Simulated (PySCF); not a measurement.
ClGeH3Si, neutral, multiplicity 1. Atoms are numbered in the order given.

```xyz
6

Ge     0.8439    -0.2245     0.0000
Cl    -0.9770    -1.5050     0.0000
Si    -0.5539     1.8524     0.0000
H      0.2406     3.1366     0.0000
H     -1.4408     1.8487    -1.2216
H     -1.4408     1.8487     1.2216
```

Coordinates come from a PBE-D3(BJ)/def2-SVP optimisation.

Computed with PBE-D3(BJ)/def2-SVP in PySCF.

Frequencies are harmonic and unscaled.

Computed harmonic wavenumbers and intensities:
| mode | ν (cm⁻¹) | IR (km/mol) | moving atoms (share of kinetic energy) |
|---|---|---|---|
| 1 | 79 | 0.2 | H 95 % |
| 2 | 112 | 1.8 | Cl 42 %, Si 29 %, Ge 15 %, H 13 % |
| 3 | 296 | 15.9 | Si 60 %, Ge 31 %, H 9 % |
| 4 | 337 | 16.5 | H 92 % |
| 5 | 382 | 45.0 | Cl 68 %, Ge 32 % |
| 6 | 442 | 11.4 | H 84 %, Si 13 % |
| 7 | 800 | 203.6 | H 91 %, Si 9 % |
| 8 | 888 | 42.0 | H 97 % |
| 9 | 900 | 25.8 | H 97 % |
| 10 | 2120 | 57.1 | H 99 % |
| 11 | 2142 | 97.5 | H 96 % |
| 12 | 2143 | 76.0 | H 96 % |
